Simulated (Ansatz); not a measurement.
`FC1=C(S)[SiH2]1`, charge 0, multiplicity 1.

Task: Give a relaxed structure at PBE0-D4/def2-TZVP (Ansatz 0.2.0). (An estimate is asked.)

Result: Computed: 
Cartesian coordinates in Å:
```
F -0.258 -1.447 1.629
C 0.133 -0.636 0.659
C -0.491 0.229 -0.134
S -2.038 0.885 -0.486
Si 1.313 0.128 -0.444
H -2.740 0.192 0.429
H 2.231 1.210 -0.009
H 1.851 -0.562 -1.643
```
Point group Cs.
